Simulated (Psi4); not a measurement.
H3F3GeOSi (SMILES [F][Ge]([F])([F])[O][SiH3]), singlet, at the geometry of the source list, atoms displaced at random by about 0.03 Å a coordinate; Psi4 with PBE0/STO-3G, gradient.

The Psi4 input:
```
memory 2 GB

molecule {
0 1
F     2.29586684   -0.40632883   -1.26439069
Ge    1.51641095    0.18778059    0.10309253
F     2.37584955   -0.28063375    1.46265939
F     1.56521430    1.84710057   -0.00266379
O    -0.01568877   -0.40119291    0.24563451
Si   -1.68224696   -0.26564455   -0.11052927
H    -1.75969459    0.43022477   -1.39258886
H    -2.20973604    0.59144617    0.98768864
H    -2.07337661   -1.60230233   -0.06444619
symmetry c1
no_reorient
no_com
}

set {
  basis sto-3g
}

gradient('pbe0')
print_variables()
```

It wrote (shortened):

```
gradient() will perform analytic gradient computation.

   => Loading Basis Set <=

    Name: STO-3G
    Role: ORBITAL
    Keyword: BASIS

         ---------------------------------------------------------
                                   SCF
               by Justin Turney, Rob Parrish, Andy Simmonett
                          and Daniel G. A. Smith
                              RKS Reference
         ---------------------------------------------------------

  ==> Geometry <==

    Molecular point group: c1
    Full point group: C1

    Geometry (in Angstrom), charge = 0, multiplicity = 1:

       Center              X                  Y                   Z               Mass
    ------------   -----------------  -----------------  -----------------  -----------------
         F            2.295866840000    -0.406328830000    -1.264390690000    18.998403162730
         GE           1.516410950000     0.187780590000     0.103092530000    73.921177761000
         F            2.375849550000    -0.280633750000     1.462659390000    18.998403162730
         F            1.565214300000     1.847100570000    -0.002663790000    18.998403162730
         O           -0.015688770000    -0.401192910000     0.245634510000    15.994914619570
         SI          -1.682246960000    -0.265644550000    -0.110529270000    27.976926534650
         H           -1.759694590000     0.430224770000    -1.392588860000     1.007825032230
         H           -2.209736040000     0.591446170000     0.987688640000     1.007825032230
         H           -2.073376610000    -1.602302330000    -0.064446190000     1.007825032230

  Running in c1 symmetry.

  Rotational constants: A =      0.11541  B =      0.02826  C =      0.02810 [cm^-1]
  Rotational constants: A =   3459.78804  B =    847.19578  C =    842.46445 [MHz]
  Nuclear repulsion =  644.985009017178527

  Charge       = 0
  Multiplicity = 1
  Electrons    = 84
  Nalpha       = 42
  Nbeta        = 42

  ==> Algorithm <==

  SCF Algorithm Type is DF.
  DIIS enabled.
  MOM disabled.
  Fractional occupation disabled.
  Guess Type is SAD.
  Energy threshold   = 1.00e-08
  Density threshold  = 1.00e-08
  Integral threshold = 1.00e-12

  ==> Primary Basis <==

  Basis Set: STO-3G
    Blend: STO-3G
    Number of shells: 28
    Number of basis functions: 50
    Number of Cartesian functions: 51
    Spherical Harmonics?: true
    Max angular momentum: 2

  ==> DFT Potential <==

   => LibXC <=

    Version 7.1.2
    S. Lehtola, C. Steigemann, M. J. T. Oliveira, and M. A. L. Marques,  SoftwareX 7, 1–5 (2018) (10.1016/j.softx.2017.11.002)

   => Composite Functional: PBE0 <=

    PBE0 Hyb-GGA Exchange-Correlation Functional

    C. Adamo and V. Barone,  J. Chem. Phys. 110, 6158 (1999) (10.1063/1.478522)
    M. Ernzerhof and G. E. Scuseria,  J. Chem. Phys. 110, 5029 (1999) (10.1063/1.478401)

    Deriv               =              1
    GGA                 =           TRUE
    Meta                =          FALSE

    Exchange Hybrid     =           TRUE
    MP2 Hybrid          =          FALSE

   => Exchange Functionals <=

    0.7500   Perdew, Burke & Ernzerhof

   => Exact (HF) Exchange <=

    0.2500               HF

   => Correlation Functionals <=

    1.0000   Perdew, Burke & Ernzerhof

   => LibXC Density Thresholds  <==

    XC_HYB_GGA_XC_PBEH:  1.00E-15

   => Molecular Quadrature <=

    Radial Scheme          =       TREUTLER
    Pruning Scheme         =           NONE
    Nuclear Scheme         =       TREUTLER

    Blocking Scheme        =         OCTREE
    BS radius alpha        =              1
    Pruning alpha          =              1
    Radial Points          =             75
    Spherical Points       =            302
    Total Points           =         190744
    Total Blocks           =           1482
    Max Points             =            256
    Max Functions          =             45
    Weights Tolerance      =       1.00E-15

   => Loading Basis Set <=

[...]
  @DF-RKS Final Energy: -2709.75777108074908
    Total Energy =                      -2709.7577710807490803
[...]
         F            2.375849550000    -0.280633750000     1.462659390000    18.998403162730
         F            1.565214300000     1.847100570000    -0.002663790000    18.998403162730
         O           -0.015688770000    -0.401192910000     0.245634510000    15.994914619570
         SI          -1.682246960000    -0.265644550000    -0.110529270000    27.976926534650
         H           -1.759694590000     0.430224770000    -1.392588860000     1.007825032230
         H           -2.209736040000     0.591446170000     0.987688640000     1.007825032230
         H           -2.073376610000    -1.602302330000    -0.064446190000     1.007825032230

  Nuclear repulsion =  644.985009017178527

  ==> Basis Set <==

  Basis Set: STO-3G
    Blend: STO-3G
    Number of shells: 28
    Number of basis functions: 50
    Number of Cartesian functions: 51
    Spherical Harmonics?: true
    Max angular momentum: 2

  ==> DFJKGrad: Density-Fitted SCF Gradients <==

    Gradient:                    1
    J tasked:                  Yes
    K tasked:                  Yes
    wK tasked:                  No
    Integrals threads:           1
    Schwarz Cutoff:          1E-12
    Fitting Condition:       1E-10

   => Auxiliary Basis Set <=

  Basis Set: (STO-3G AUX)
    Blend: DEF2-UNIVERSAL-JKFIT
    Number of shells: 216
    Number of basis functions: 756
    Number of Cartesian functions: 958
    Spherical Harmonics?: true
    Max angular momentum: 5

  ==> DFT Potential <==

   => LibXC <=

    Version 7.1.2
    S. Lehtola, C. Steigemann, M. J. T. Oliveira, and M. A. L. Marques,  SoftwareX 7, 1–5 (2018) (10.1016/j.softx.2017.11.002)

   => Composite Functional: PBE0 <=

    PBE0 Hyb-GGA Exchange-Correlation Functional

    C. Adamo and V. Barone,  J. Chem. Phys. 110, 6158 (1999) (10.1063/1.478522)
    M. Ernzerhof and G. E. Scuseria,  J. Chem. Phys. 110, 5029 (1999) (10.1063/1.478401)

    Deriv               =              1
    GGA                 =           TRUE
    Meta                =          FALSE

    Exchange Hybrid     =           TRUE
    MP2 Hybrid          =          FALSE

   => Exchange Functionals <=

    0.7500   Perdew, Burke & Ernzerhof

   => Exact (HF) Exchange <=

    0.2500               HF

   => Correlation Functionals <=

    1.0000   Perdew, Burke & Ernzerhof

   => LibXC Density Thresholds  <==

    XC_HYB_GGA_XC_PBEH:  1.00E-15

   => Molecular Quadrature <=

    Radial Scheme          =       TREUTLER
    Pruning Scheme         =           NONE
    Nuclear Scheme         =       TREUTLER

    Blocking Scheme        =         OCTREE
    BS radius alpha        =              1
    Pruning alpha          =              1
    Radial Points          =             75
    Spherical Points       =            302
    Total Points           =         190744
    Total Blocks           =           1482
    Max Points             =            256
    Max Functions          =             45
    Weights Tolerance      =       1.00E-15

  -Total Gradient:
     Atom            X                  Y                   Z
    ------   -----------------  -----------------  -----------------
       1       -0.004421718570     0.004129154823     0.005495393905
       2        0.039176428730     0.015441315393     0.001171979275
       3       -0.005927594634     0.003400588709    -0.007044322057
       4       -0.002079132644    -0.018828696688     0.000570690252
       5        0.002157934170    -0.002096756713     0.003912583339
       6       -0.066287152379    -0.046690024142    -0.021546112284
       7        0.011069616784     0.006766309284    -0.002625616022
       8        0.004060891731     0.013229254966     0.016307106274
       9        0.021859799395     0.025142863977     0.003666160191

  Variable Map:
  ----------------------------------------------------------------------------
[...]
  Array Variable Map:
  ----------------------------------------------------------------------------
[...]
[...]
```
